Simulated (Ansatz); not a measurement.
Geometry optimisation, RHF/def2-SVP (Ansatz).

input.yaml

```yaml
crystal:
  periodic: [false, false, false]
  atoms:
    - { symbol: Ta, position_ang: [0.0, 0.0, 0.0] }
    - { symbol: F, position_ang: [1.93, 0.0, 0.0] }
    - { symbol: F, position_ang: [0.0, 0.0, 1.93] }
    - { symbol: F, position_ang: [0.0, 0.0, -1.93] }
    - { symbol: F, position_ang: [-0.965, 1.6714, 0.0] }
    - { symbol: "N", position_ang: [-1.08, -1.8706, 0.0] }
    - { symbol: H, position_ang: [-1.8056, -2.0636, 0.7482] }
    - { symbol: H, position_ang: [-0.8844, -2.5955, -0.7482] }
basis:
  gaussian: { orbitals: def2-SVP }
hamiltonian:
  xc: hf
relax:
  f_tol: 0.02
  max_steps: 40
output:
  orbitals: {}
```

Command:

```bash
$ ansatz run input.yaml --threads 2 --pin off --max-ram 3072MiB --backend cpu --events-out ev --progress --plain --runs-dir out
```

Q: Where does it end, and by what steps?

A: The run converged. After 5 steps the energy has fallen by 1.136 eV; H7 moved furthest, 0.51 Å.

```csv
step,energy less start (eV),largest force component (eV/Å),accepted
0,0.0000,2.417,yes
1,-0.7620,3.958,yes
2,-1.0694,0.988,yes
3,-1.1223,0.720,yes
4,-1.1355,0.114,yes
5,-1.1360,0.018,yes
```

```xyz
8
Properties=species:S:1:pos:R:3
Ta -0.018 -0.032 0.000
F 1.846 -0.093 0.106
F -0.154 -0.023 1.879
F 0.057 -0.145 -1.879
F -1.003 1.552 -0.106
N -0.991 -1.717 0.000
H -1.317 -2.173 0.834
H -1.224 -2.227 -0.834
```

Whether the end is a true minimum wasn't checked by a vibrational analysis.

Time of the run: 10 s on 2 threads of Intel(R) Xeon(R) Platinum 8488C (Sapphire Rapids), on a shared host, peak memory 0.26 GiB.
